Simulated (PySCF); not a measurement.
In2(mu-F)2(Cl)4, Cl4F2In2, singlet, PBE0/def2-SVP optimised geometry.

```
8

In    -0.67    -0.17     0.00
In     1.99    -0.73    -1.97
F      1.45    -0.17     0.00
Cl    -1.45     2.01     0.00
Cl    -1.45    -2.01     1.15
F     -0.12    -0.73    -1.97
Cl     2.77     1.12    -3.12
Cl     2.77    -2.91    -1.97
```

Density from PBE0/def2-TZVP, def2 effective core potentials past Kr in PySCF at that geometry. The core electrons that the potentials of In replace are not part of the density.

Minimum of the electron density along straight lines between bonded atoms, close to the bond critical point (lines longer than 1.1 times the sum of covalent radii, or with two minima, are not listed):

```csv
bond,length / Å,ρ at the minimum / e bohr⁻³,∇²ρ there / e bohr⁻⁵,position (fraction from the first atom)
In1–F3,2.117,0.073,0.36,0.52
In2–F3,2.116,0.073,0.36,0.52
In1–Cl4,2.312,0.090,0.22,0.48
In1–Cl5,2.312,0.090,0.22,0.48
In1–F6,2.117,0.073,0.36,0.52
In2–F6,2.117,0.073,0.36,0.52
In2–Cl7,2.312,0.090,0.22,0.48
In2–Cl8,2.312,0.090,0.22,0.48
```
